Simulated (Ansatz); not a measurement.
Ansatz (a first-principles code) input (B3LYP/6-31G* with LANL2DZ past Ar): The .json file joins the Basis Set Exchange's 6-31G* for atoms up to Ar and LANL2DZ past it.

Ansatz 0.2 input:
```yaml
crystal:
  periodic: [false, false, false]
  atoms:
    - {symbol: Si, position_ang: [-1.54561996, -0.59662070, 0.07244072]}
    - {symbol: Ge, position_ang: [0.72531051, 0.28367214, -0.03440275]}
    - {symbol: H, position_ang: [-2.25410937, -0.01034487, -1.14867484]}
    - {symbol: H, position_ang: [-2.24448047, 0.24282694, 1.14188985]}
    - {symbol: H, position_ang: [1.45863991, -0.61081217, -1.14897895]}
    - {symbol: H, position_ang: [1.46869295, -0.34648849, 1.24248191]}
basis:
  gaussian:
    orbitals: 6-31Gs+LANL2DZ.json
hamiltonian:
  xc: {name: B3LYP}
total_charge: -1
magnetization: {spin_polarized: true, initial_magnetization: 1}
phonons: {temperatures: {t_min: 298.15, t_max: 298.15, t_step: 100}}
```

Output:

```
Functional definition: B3LYP
integrals: 0.01 GiB planned
450 factors; integrals over basis functions are off by at most 3.3e-4 eV
mean field: 0.11 GiB planned
mean field evaluation 1: about -8044.6969 eV, gradient 5.1e0 eV
mean field evaluation 2: about -8044.8566 eV, gradient 3.0e0 eV
mean field evaluation 4: about -8044.9398 eV, gradient 4.3e-1 eV
mean field evaluation 8: about -8044.9524 eV, gradient 5.8e-3 eV
mean field evaluation 16: about -8044.9524 eV, gradient 2.0e-5 eV
mean field -8044.95241874 eV, -295.6465483243 hartree, gradient 2.0e-5 eV, S^2 0.757343; 0 other end points of the search recorded, 0 dependent functions left out
the calculation of the forces begins
reference -8044.95264335 eV, -295.6465565785 hartree; 12, 11 occupied and 23, 24 virtual orbitals, 450 factors
these checks for a lower state are left out or cut short: stability, starts, cluster_reference, orbital_swaps, neighbouring_geometries, increment
integrals: 0.01 GiB planned
450 factors; integrals over basis functions are off by at most 3.3e-4 eV
mean field: 0.11 GiB planned
mean field -8044.95238666 eV, -295.6465471453 hartree, gradient 9.1e-7 eV, S^2 0.757325; 0 other end points of the search recorded, 0 dependent functions left out
the calculation of the forces begins
reference -8044.95261129 eV, -295.6465554000 hartree; 12, 11 occupied and 23, 24 virtual orbitals, 450 factors
these checks for a lower state are left out or cut short: stability, starts, cluster_reference, orbital_swaps, neighbouring_geometries, increment
integrals: 0.01 GiB planned
450 factors; integrals over basis functions are off by at most 3.3e-4 eV
mean field: 0.11 GiB planned
mean field -8044.95238626 eV, -295.6465471306 hartree, gradient 8.9e-7 eV, S^2 0.757362; 0 other end points of the search recorded, 0 dependent functions left out
the calculation of the forces begins
reference -8044.95261086 eV, -295.6465553844 hartree; 12, 11 occupied and 23, 24 virtual orbitals, 450 factors
these checks for a lower state are left out or cut short: stability, starts, cluster_reference, orbital_swaps, neighbouring_geometries, increment
integrals: 0.01 GiB planned
450 factors; integrals over basis functions are off by at most 3.3e-4 eV
mean field: 0.11 GiB planned
mean field evaluation 32: about -8044.9418 eV, gradient 8.9e-2 eV
mean field -8044.95236697 eV, -295.6465464217 hartree, gradient 2.6e-6 eV, S^2 0.757322; 0 other end points of the search recorded, 0 dependent functions left out
the calculation of the forces begins
reference -8044.95259156 eV, -295.6465546751 hartree; 12, 11 occupied and 23, 24 virtual orbitals, 450 factors
these checks for a lower state are left out or cut short: stability, starts, cluster_reference, orbital_swaps, neighbouring_geometries, increment
integrals: 0.01 GiB planned
450 factors; integrals over basis functions are off by at most 3.3e-4 eV
mean field: 0.11 GiB planned
mean field -8044.95236639 eV, -295.6465464004 hartree, gradient 2.4e-6 eV, S^2 0.757365; 0 other end points of the search recorded, 0 dependent functions left out
the calculation of the forces begins
reference -8044.95259102 eV, -295.6465546554 hartree; 12, 11 occupied and 23, 24 virtual orbitals, 450 factors
these checks for a lower state are left out or cut short: stability, starts, cluster_reference, orbital_swaps, neighbouring_geometries, increment
integrals: 0.01 GiB planned
450 factors; integrals over basis functions are off by at most 3.3e-4 eV
mean field: 0.11 GiB planned
mean field -8044.95239150 eV, -295.6465473232 hartree, gradient 1.1e-6 eV, S^2 0.757356; 0 other end points of the search recorded, 0 dependent functions left out
the calculation of the forces begins
reference -8044.95261613 eV, -295.6465555780 hartree; 12, 11 occupied and 23, 24 virtual orbitals, 450 factors
these checks for a lower state are left out or cut short: stability, starts, cluster_reference, orbital_swaps, neighbouring_geometries, increment
integrals: 0.01 GiB planned
450 factors; integrals over basis functions are off by at most 3.3e-4 eV
mean field: 0.11 GiB planned
mean field -8044.95239101 eV, -295.6465473049 hartree, gradient 1.4e-6 eV, S^2 0.757331; 0 other end points of the search recorded, 0 dependent functions left out
the calculation of the forces begins
reference -8044.95261560 eV, -295.6465555586 hartree; 12, 11 occupied and 23, 24 virtual orbitals, 450 factors
these checks for a lower state are left out or cut short: stability, starts, cluster_reference, orbital_swaps, neighbouring_geometries, increment
integrals: 0.01 GiB planned
450 factors; integrals over basis functions are off by at most 3.3e-4 eV
mean field: 0.11 GiB planned
mean field -8044.95237333 eV, -295.6465466554 hartree, gradient 1.4e-6 eV, S^2 0.757363; 0 other end points of the search recorded, 0 dependent functions left out
[...]
mean field: 0.11 GiB planned
mean field evaluation 64: about -8044.9417 eV, gradient 1.8e-1 eV
mean field -8044.95237436 eV, -295.6465466932 hartree, gradient 1.4e-6 eV, S^2 0.757324; 0 other end points of the search recorded, 0 dependent functions left out
the calculation of the forces begins
reference -8044.95259895 eV, -295.6465549467 hartree; 12, 11 occupied and 23, 24 virtual orbitals, 450 factors
these checks for a lower state are left out or cut short: stability, starts, cluster_reference, orbital_swaps, neighbouring_geometries, increment
integrals: 0.01 GiB planned
450 factors; integrals over basis functions are off by at most 3.3e-4 eV
mean field: 0.11 GiB planned
mean field -8044.95240524 eV, -295.6465478279 hartree, gradient 1.7e-6 eV, S^2 0.757345; 0 other end points of the search recorded, 0 dependent functions left out
the calculation of the forces begins
reference -8044.95262984 eV, -295.6465560818 hartree; 12, 11 occupied and 23, 24 virtual orbitals, 450 factors
these checks for a lower state are left out or cut short: stability, starts, cluster_reference, orbital_swaps, neighbouring_geometries, increment
integrals: 0.01 GiB planned
450 factors; integrals over basis functions are off by at most 3.3e-4 eV
mean field: 0.11 GiB planned
mean field -8044.95240551 eV, -295.6465478378 hartree, gradient 1.8e-6 eV, S^2 0.757341; 0 other end points of the search recorded, 0 dependent functions left out
the calculation of the forces begins
reference -8044.95263012 eV, -295.6465560923 hartree; 12, 11 occupied and 23, 24 virtual orbitals, 450 factors
these checks for a lower state are left out or cut short: stability, starts, cluster_reference, orbital_swaps, neighbouring_geometries, increment
integrals: 0.01 GiB planned
450 factors; integrals over basis functions are off by at most 3.3e-4 eV
mean field: 0.11 GiB planned
mean field -8044.95241003 eV, -295.6465480039 hartree, gradient 2.5e-6 eV, S^2 0.757346; 0 other end points of the search recorded, 0 dependent functions left out
the calculation of the forces begins
reference -8044.95263463 eV, -295.6465562578 hartree; 12, 11 occupied and 23, 24 virtual orbitals, 450 factors
these checks for a lower state are left out or cut short: stability, starts, cluster_reference, orbital_swaps, neighbouring_geometries, increment
integrals: 0.01 GiB planned
450 factors; integrals over basis functions are off by at most 3.3e-4 eV
mean field: 0.11 GiB planned
mean field -8044.95240974 eV, -295.6465479933 hartree, gradient 2.2e-6 eV, S^2 0.757341; 0 other end points of the search recorded, 0 dependent functions left out
the calculation of the forces begins
reference -8044.95263436 eV, -295.6465562480 hartree; 12, 11 occupied and 23, 24 virtual orbitals, 450 factors
these checks for a lower state are left out or cut short: stability, starts, cluster_reference, orbital_swaps, neighbouring_geometries, increment
integrals: 0.01 GiB planned
450 factors; integrals over basis functions are off by at most 3.3e-4 eV
mean field: 0.11 GiB planned
mean field evaluation 96: about -8044.9524 eV, gradient 8.4e-6 eV
mean field -8044.95238875 eV, -295.6465472218 hartree, gradient 1.6e-6 eV, S^2 0.757344; 0 other end points of the search recorded, 0 dependent functions left out
the calculation of the forces begins
reference -8044.95261334 eV, -295.6465554755 hartree; 12, 11 occupied and 23, 24 virtual orbitals, 450 factors
these checks for a lower state are left out or cut short: stability, starts, cluster_reference, orbital_swaps, neighbouring_geometries, increment
integrals: 0.01 GiB planned
450 factors; integrals over basis functions are off by at most 3.3e-4 eV
mean field: 0.11 GiB planned
mean field -8044.95238594 eV, -295.6465471186 hartree, gradient 1.4e-6 eV, S^2 0.757343; 0 other end points of the search recorded, 0 dependent functions left out
the calculation of the forces begins
reference -8044.95261056 eV, -295.6465553734 hartree; 12, 11 occupied and 23, 24 virtual orbitals, 450 factors
these checks for a lower state are left out or cut short: stability, starts, cluster_reference, orbital_swaps, neighbouring_geometries, increment
integrals: 0.01 GiB planned
450 factors; integrals over basis functions are off by at most 3.3e-4 eV
mean field: 0.11 GiB planned
mean field -8044.95240779 eV, -295.6465479218 hartree, gradient 2.5e-6 eV, S^2 0.757343; 0 other end points of the search recorded, 0 dependent functions left out
the calculation of the forces begins
reference -8044.95263241 eV, -295.6465561764 hartree; 12, 11 occupied and 23, 24 virtual orbitals, 450 factors
these checks for a lower state are left out or cut short: stability, starts, cluster_reference, orbital_swaps, neighbouring_geometries, increment
integrals: 0.01 GiB planned
450 factors; integrals over basis functions are off by at most 3.3e-4 eV
mean field: 0.11 GiB planned
mean field -8044.95240715 eV, -295.6465478980 hartree, gradient 2.5e-6 eV, S^2 0.757344; 0 other end points of the search recorded, 0 dependent functions left out
the calculation of the forces begins
reference -8044.95263175 eV, -295.6465561519 hartree; 12, 11 occupied and 23, 24 virtual orbitals, 450 factors
these checks for a lower state are left out or cut short: stability, starts, cluster_reference, orbital_swaps, neighbouring_geometries, increment
integrals: 0.01 GiB planned
450 factors; integrals over basis functions are off by at most 3.3e-4 eV
mean field: 0.11 GiB planned
mean field -8044.95240602 eV, -295.6465478567 hartree, gradient 9.3e-7 eV, S^2 0.757344; 0 other end points of the search recorded, 0 dependent functions left out
the calculation of the forces begins
reference -8044.95263063 eV, -295.6465561109 hartree; 12, 11 occupied and 23, 24 virtual orbitals, 450 factors
these checks for a lower state are left out or cut short: stability, starts, cluster_reference, orbital_swaps, neighbouring_geometries, increment
integrals: 0.01 GiB planned
450 factors; integrals over basis functions are off by at most 3.3e-4 eV
mean field: 0.11 GiB planned
mean field evaluation 128: about -8044.9524 eV, gradient 2.7e-6 eV
mean field -8044.95240599 eV, -295.6465478555 hartree, gradient 2.7e-6 eV, S^2 0.757343; 0 other end points of the search recorded, 0 dependent functions left out
the calculation of the forces begins
reference -8044.95263060 eV, -295.6465561098 hartree; 12, 11 occupied and 23, 24 virtual orbitals, 450 factors
these checks for a lower state are left out or cut short: stability, starts, cluster_reference, orbital_swaps, neighbouring_geometries, increment
integrals: 0.01 GiB planned
450 factors; integrals over basis functions are off by at most 3.3e-4 eV
mean field: 0.11 GiB planned
mean field -8044.95239967 eV, -295.6465476231 hartree, gradient 2.8e-6 eV, S^2 0.757345; 0 other end points of the search recorded, 0 dependent functions left out
the calculation of the forces begins
reference -8044.95262429 eV, -295.6465558779 hartree; 12, 11 occupied and 23, 24 virtual orbitals, 450 factors
these checks for a lower state are left out or cut short: stability, starts, cluster_reference, orbital_swaps, neighbouring_geometries, increment
integrals: 0.01 GiB planned
450 factors; integrals over basis functions are off by at most 3.3e-4 eV
mean field: 0.11 GiB planned
mean field -8044.95239545 eV, -295.6465474681 hartree, gradient 2.7e-6 eV, S^2 0.757342; 0 other end points of the search recorded, 0 dependent functions left out
the calculation of the forces begins
reference -8044.95262004 eV, -295.6465557218 hartree; 12, 11 occupied and 23, 24 virtual orbitals, 450 factors
Total energy: -8044.95264335 eV, -295.6465565785 hartree
Atom 0 at    -1.545620    -0.596621     0.072441 Å, force     0.000113     0.000074    -0.000009 eV/Å
Atom 1 at     0.725311     0.283672    -0.034403 Å, force    -0.000252     0.000102    -0.000010 eV/Å
Atom 2 at    -2.254109    -0.010345    -1.148675 Å, force    -0.000054     0.000063     0.000592 eV/Å
Atom 3 at    -2.244480     0.242827     1.141890 Å, force    -0.000059    -0.000068    -0.000591 eV/Å
Atom 4 at     1.458640    -0.610812    -1.148979 Å, force     0.000130     0.000008     0.000857 eV/Å
Atom 5 at     1.468693    -0.346488     1.242482 Å, force     0.000123    -0.000179    -0.000839 eV/Å
Dipole moment:     0.307416     0.217585    -0.025342 e Å
Vibrations: 181.16 293.47 349.94 447.30 648.53 661.73 887.21 954.43 1805.47 1820.35 2001.50 2012.71 cm⁻¹, zero-point energy 0.747860 eV
```

The blocks after the first are displaced geometries, from whose forces the wavenumbers follow.

The dipole moment of an ion depends on the origin.
